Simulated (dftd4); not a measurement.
CH₂Cl₆Si₂, charge -1, doublet, geometry from GFN2-xTB (a state made from the parent by changing its charge; the spin is typed, not shown lowest); D4 for bp86 (dftd4).

The dftd4 input:
```
$ dftd4 mol.xyz --func bp86 --charge -1 --json dftd4.json --noedisp --property

# file mol.xyz
11

Cl     3.08799008    -0.39677225    -1.26569421
Si     1.47398113     0.29321702    -0.19461162
Cl     2.17933231     0.66766398     1.66884890
Cl     0.97661910     2.06905610    -1.02181231
C      0.10544345    -0.99510331    -0.21573527
Si    -1.63560367    -0.25343323     0.20330251
Cl    -2.05187644     0.25737694    -1.98728099
Cl    -1.20310332    -0.20377725     2.43948372
Cl    -2.91612256    -1.88424425     0.27626352
H      0.33616261    -1.78103735     0.50587682
H      0.05562643    -1.46347131    -1.19988467
```

Q: What does dftd4 print? Leave out banner, timings and long lists.

A: 
```
                    ____  _____ _____     ____  _  _
      -------------|  _ \|  ___|_   _|---|  _ \| || |------------
     |             | | | | |_    | | ___ | | | | || |_           |
     |             | |_| |  _|   | ||___|| |_| |__   _|          |
     |             |____/|_|     |_|     |____/   |_|            |
     |             ===================================           |
     |            E. Caldeweyher, S. Ehlert & S. Grimme          |
     |          Mulliken Center for Theoretical Chemistry        |
     |                    University of Bonn                     |
      -----------------------------------------------------------

Rational (Becke-Johnson) damping: bp86-D4-ATM
---------------------
  s6         1.0000
  s8         3.3550
  s9         1.0000
  a1         0.4365
  a2         4.9241
 alp        16.0000
--------------------

Atomic data, radii in Ångström:
------------------------------------------------------
   Z          R(cov)      r4/r2   hardness         EN
------------------------------------------------------
  17 Cl       1.3200     1.9735     0.4312     3.1600
  14 Si       1.3867     2.5839     0.3054     1.9000
   6 C        1.0000     1.6431     0.4220     2.5500
   1 H        0.4267     1.0622     0.4726     2.2000
------------------------------------------------------

Atomic reference systems (in atomic units):
----------------------------------------------------------------------------
   Z        #      CN     q+Z       C6(AA)   #      CN     q+Z       C6(AA)
----------------------------------------------------------------------------
  17 Cl     1  0.0000 17.0000      92.6806   2  0.8444 16.8495     101.8771
  14 Si     1  0.0000 14.0000     321.4498   2  0.8915 14.0165     270.4983
            3  1.8234 13.9936     236.2774   4  2.8003 13.9692     228.3542
            5  3.6668 13.9341     158.2713
   6 C      1  0.0000  6.0000      49.3833   2  0.9189  5.8288      52.1688
            3  1.9079  5.8579      35.6972   4  2.8312  5.7775      35.8445
            5  3.7487  5.7435      28.6317   6  2.9183  5.8956      32.2504
            7  0.8556  6.2103      25.6194
   1 H      1  0.0000  1.0000       7.6362   2  0.8942  1.0000       3.0374
----------------------------------------------------------------------------

Atomic properties (in atomic units):
----------------------------------------------------------------------------
     #    Z              CN          q      C6(AA)        C8(AA)   alpha(0)
----------------------------------------------------------------------------
     1   17 Cl       0.8161    -0.2289    104.2762     4350.7731    15.6090
     2   14 Si       3.3458     0.1841    162.8163    11645.7032    24.6256
     3   17 Cl       0.8168    -0.2121    103.7368     4328.2668    15.5685
     4   17 Cl       0.8167    -0.2077    103.5973     4322.4465    15.5581
     5    6 C        3.5946    -0.2138     28.3243      819.1878     7.7816
     6   14 Si       3.2629     0.1595    176.0240    12590.4048    26.4014
     7   17 Cl       0.7751    -0.2205    103.9592     4337.5501    15.5846
     8   17 Cl       0.7784    -0.2162    103.8255     4331.9676    15.5746
     9   17 Cl       0.8186    -0.2246    104.1391     4345.0541    15.5987
    10    1 H        0.9244     0.0898      1.8807       22.7348     2.1446
    11    1 H        0.9245     0.0906      1.8729       22.6400     2.1401
----------------------------------------------------------------------------

Molecular properties (in atomic units):
----------------------------------------
 molecular C6                8976.2718
 molecular C8              421766.8552
----------------------------------------

Dispersion energy:      -3.8089969479195E-02 Eh

[Info] JSON dump of results written to 'dftd4.json'
```
